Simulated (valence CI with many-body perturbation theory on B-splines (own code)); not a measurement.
Questions on Rb⁶⁺

Computed by valence CI with perturbative core correlation (CI+MBPT): three valence electrons over a frozen Dirac-Fock core [Ar] 3d10, radial functions for each j: 11 s, 11 p, 9 d, 7 f, 5 g, 2 h, 1 i, with the one-electron correlation potential Σ1 (screened to all orders), the two-electron term Σ2, the three-electron term Σ3, Breit, model QED; selected single and double excitations, second order for the rest, scaled by the run's own slope (own B-spline code, finite nucleus).

Set against measurement, 19 paired levels are off by 89 cm⁻¹ on average, the worst by 214. These come from a selection out of Sansonetti, J. Phys. Chem. Ref. Data 35, 301 (2006). Levels without a partner in it may be off by more.

Rates and lifetimes use the calculated energies. Strong lines usually hold to 10 to 20 %, long lifetimes can be off by a factor of two.

Q: What is the ground level?

A: 4s2.4p 2P°_1/2, composition 98 % 4s2.4p 2P°, g = 0.665.

Q: Among levels below 554170 cm⁻¹, which E1 lines absorb most strongly from the ground level?

A: to 4s2.4d 2D_3/2 at 39.08 nm, f = 1.24; to 4s.4p2 2S_1/2 at 52.44 nm, f = 0.412; to 4s.4p2 2P_3/2 at 48.30 nm, f = 0.260.

Q: How well does LS coupling describe the low levels?

A: Among the lowest 20 levels the leading LS term, summed over configurations, holds 92 % on average. For single configurations the figures are 86 % in LS and 72 % in jj coupling. Terms mix most in the J = 3/2 level at 311420 cm⁻¹, where the leading one holds 60 %.

Q: How is the term 2P° of the ground level split?

A: J = 1/2 at 0, J = 3/2 at 10465 cm⁻¹.

Q: What is the ionisation energy?

A: 99.108 eV; NIST lists 98.67 ± 0.04 eV (semi-empirical).

Q: Name the longest-lived excited levels whose lifetime is computed, and their main decay.

A: 4s2.4p 2P°_3/2 at 10465 cm⁻¹ lives 96.5 ms, mostly by M1 to 4s2.4p 2P°_1/2; 4s.4p2 4P_3/2 at 126590 cm⁻¹ lives 204 ns, mostly by E1 to 4s2.4p 2P°_3/2. The lifetime of 4s.4p.4d 4F°_9/2 is too uncertain to give, and may be longer.

Q: What are the static dipole polarisabilities of the lowest levels?

A: 4s2.4p 2P°_1/2 2.58; 4s2.4p 2P°_3/2 2.63 (tensor 0.16) bohr³, of which the core gives 0.158.
